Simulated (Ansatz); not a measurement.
Born–Oppenheimer molecular dynamics of ClGaH$_{2}$O (5 atoms, charge 0, multiplicity 1). It starts from a relaxed structure.

Method: RHF/def2-SVP in Ansatz.

| Item | Value |
| --- | --- |
| ensemble | NVT, Langevin thermostat |
| time step | 0.5 fs |
| steps asked | 250 |
| set temperature | 100 K |
| friction | 0.005 /fs |
| seed | 567669 |

First frame:

```xyz
5
Properties=species:S:1:pos:R:3
Ga 0.011 -0.025 -0.030
O -0.069 -0.120 1.726
H -0.902 -0.167 2.169
H 1.357 0.053 -0.788
Cl -1.887 -0.022 -1.064
```

How far do the bonds stretch over the last three quarters of this one trajectory? (Pairs bonded in most of those frames.)


| bond | mean (Å) | spread (Å) | shortest | longest |
| --- | --- | --- | --- | --- |
| Ga1–O2 | 1.757 | 0.006 | 1.75 | 1.77 |
| Ga1–H4 | 1.545 | 0.009 | 1.53 | 1.57 |
| Ga1–Cl5 | 2.160 | 0.020 | 2.13 | 2.19 |
| O2–H3 | 0.945 | 0.011 | 0.92 | 0.96 |

Mean temperature of the second half: 74 K. The mean temperature of the second half is 26 % below the set value. A run of 0.12 ps of so small a system gives no equilibrium averages.

The run took 2.4 min on 2 threads of Arm Neoverse V1 (shared host), peak memory 0.14 GiB.
